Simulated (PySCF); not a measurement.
## Bromine: a sound run and one with changed settings

Sound run: Br²⁺ [Ar] 3d10 4s2 4p3, Br³⁺ [Ar] 3d10 4s2 4p2. Computed with PySCF 2.14 in cc-pVDZ-PP with ECP10MDF (4s3p2d, 23 functions), with scalar relativity through the core potential. The sound run starts from symmetry-adapted Hartree-Fock orbitals and uses a fine grid where one is needed.

Changed run: basis STO-3G, all-electron and non-relativistic. This setting is unsound on purpose.

| species | method | sound run (hartree) | changed run (hartree) | converged |
| --- | --- | --- | --- | --- |
| Br²⁺ | UHF | -414.33728 | -2543.59590 | yes |
| Br²⁺ | LDA | -414.96392 | -2541.02538 | yes |
| Br²⁺ | TPSS | -415.49231 | -2544.73400 | yes |
| Br³⁺ | UHF | -413.06527 | -2542.29237 | yes |
| Br³⁺ | LDA | -413.67126 | -2539.70209 | yes |
| Br³⁺ | TPSS | -414.20277 | -2543.41058 | yes |

Ionisation energy of Br²⁺:

| method | sound run (eV) | changed run (eV) |
| --- | --- | --- |
| UHF | 34.613 | 35.471 |
| LDA | 35.175 | 36.009 |
| TPSS | 35.090 | 36.012 |

A minimal basis cannot let orbitals breathe on ionisation and holds almost no correlation. The Hamiltonian changed with the basis, so the totals do not compare.

For comparison, NIST gives 34.871 ± 0.019 eV between the lowest levels.
